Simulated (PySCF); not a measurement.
How methods differ on the excitation energy of B²⁺

B²⁺ [He] 2s1 (2S) → B²⁺ [He] 3d1 (2D), as a difference of total energies. All numbers are calculated (PySCF 2.14, the non-relativistic Hamiltonian (point nucleus), in dyall-acv3z). Correlated levels: valence and next inner shell: nothing frozen; virtual orbitals above 40 to 60 times the deepest correlated orbital energy dropped. The calculations carry no spin-orbit coupling.

```csv
method,excitation energy (cm⁻¹)
UHF,195850
LDA,192270
PBE,191380
PBE0,192760
r2SCAN,191300
wB97X-V,194050
PBEsol,190610
B97-3,188880
LC-wPBE,196480
MP2 (valence and next inner shell),196460
SCS-MP2 (valence and next inner shell),196400
```

The promoted electron is Rydberg-like, and one or two diffuse shells describe it only roughly, which tends to raise the upper state.
